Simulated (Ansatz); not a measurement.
Cost and result for the atomization energy of C2H9BN2 (`BNCCN`) (14 atoms, 13 bonds).

```xyz
14

B    -1.296    1.703    1.097
N    -0.425    1.018    0.273
C    -0.646   -0.254   -0.371
C     0.527   -1.193   -0.152
N     1.741   -0.591   -0.685
H    -0.948    2.747    1.569
H    -2.378    1.234    1.320
H     0.504    1.370    0.086
H    -0.790   -0.116   -1.452
H    -1.564   -0.694    0.022
H     0.664   -1.336    0.923
H     0.288   -2.175   -0.586
H     1.756   -0.646   -1.696
H     2.567   -1.066   -0.347
```

The species carries charge 0 and has multiplicity 1. The geometry is a stationary point of PBE0-D4/def2-TZVP. It is one conformer, not always the lowest. Program: Ansatz. All runs use 4 threads of an Arm Neoverse V2 on a shared host. Times are those of one run each, without the atoms' runs, and a repeat can differ threefold. Electronic energies, without spin–orbit coupling; frozen cores. CCSD(T)/CBS adds CCSD(T) − MP2 in def2-TZVPP to the MP2 limit, and its time is that of the two runs behind it. T1 = 0.011. B3LYP takes the VWN-RPA correlation (the form of Gaussian; ORCA's B3LYP/G).

CCSD(T)/CBS is a level of theory with its own doubt, some kJ/mol a heavy atom from the limit and from the frozen cores, so smaller differences don't rank the functionals.

| level | functions | wall time |
| --- | --- | --- |
| PBE-D4/def2-TZVPP (with forces) | 281 | 3 s |
| PBE0-D4/def2-TZVPP | 281 | 3.7 s |
| r2SCAN-D4/def2-TZVPP (with forces) | 281 | 5.5 s |
| B3LYP-D4/def2-TZVPP (with forces) | 281 | 6.5 s |
| B2PLYP/def2-TZVPP | 281 | 8 s |
| ωB97X-V/def2-TZVPP | 281 | 9.5 s |
| ωB97M-V/def2-TZVPP (with forces) | 281 | 13 s |
| MP2/def2-QZVPP | 555 | 40 s |
| CCSD(T)/def2-TZVPP | 281 | 4.2 min |
| CCSD(T)/CBS(def2) | – | 4.9 min |

(1) What atomization energy does each give, and how far from CCSD(T)/CBS? (Estimate.)

Results:

(1) Ansatz gave: 
```csv
level,atomization (kcal/mol),difference from CCSD(T)/CBS,per bond
PBE-D4/def2-TZVPP (with forces),1281.5,30.3,2.3
PBE0-D4/def2-TZVPP,1260.4,9.2,0.7
r2SCAN-D4/def2-TZVPP (with forces),1252.3,1.1,0.1
B3LYP-D4/def2-TZVPP (with forces),1261.7,10.5,0.8
B2PLYP/def2-TZVPP,1244.8,-6.4,-0.5
ωB97X-V/def2-TZVPP,1258.5,7.3,0.6
ωB97M-V/def2-TZVPP (with forces),1260.6,9.4,0.7
MP2/def2-QZVPP,1250.9,-0.3,0.0
CCSD(T)/def2-TZVPP,1219.3,-31.9,-2.5
CCSD(T)/CBS(def2),1251.2,0.0,0.0
```

In def2-TZVPP, CCSD(T) changes the Hartree–Fock value by +311.4 kcal/mol (the triples alone add +16.5 kcal/mol) and MP2 by +324.1 kcal/mol; breaking electron pairs costs correlation energy, which Hartree–Fock lacks. The D4 term adds +8.7 kcal/mol with B3LYP and +4.6 kcal/mol with PBE0; it sums over pairs of atoms, weighted by their polarisabilities, and B3LYP, whose exchange is more repulsive, gets the larger term. From PBE to PBE0 (25 % exact exchange), in def2-TZVPP and without D4, the atomization energy moves by −20.3 kcal/mol: exact exchange takes away binding that semilocal exchange gives to molecules.
